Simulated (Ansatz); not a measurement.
Molecule: CH2N, charge 0, multiplicity 2. It need not be the lowest isomer of its formula. 
Coordinates optimised at B3LYP-D3(BJ)/def2-TZVP (Ansatz, an electronic-structure program):
SMILES: [CH]=N
```xyz
4

C     -0.6279     0.1446     0.0221
N      0.4930    -0.3265    -0.0316
H     -1.0237     1.1662     0.0980
H      1.3407     0.2518    -0.0099
```
Charge 0, spin multiplicity 2.

Basis-set convergence of Hartree-Fock and CCSD(T) correlation energies (hartree) with Ansatz. Cores are frozen in the correlated levels unless marked. Open shells are spin-unrestricted. Spin-orbit coupling is left out. Non-relativistic.

```tsv
basis	functions	E(HF)	E(corr, CCSD(T))
cc-pVDZ	38	-93.40351	-0.30450
cc-pVTZ	88	-93.43109	-0.37002
cc-pVQZ	170	-93.43815	-0.39064
```

Extrapolating the two largest sets (X = 3 and 4) as X^-3: E(corr) = (64·(-0.39064) - 27·(-0.37002))/37 = -0.4057 Eh, an estimate of the basis-set limit. The largest set recovers 96.3 % of it, the smallest 75.1 %.
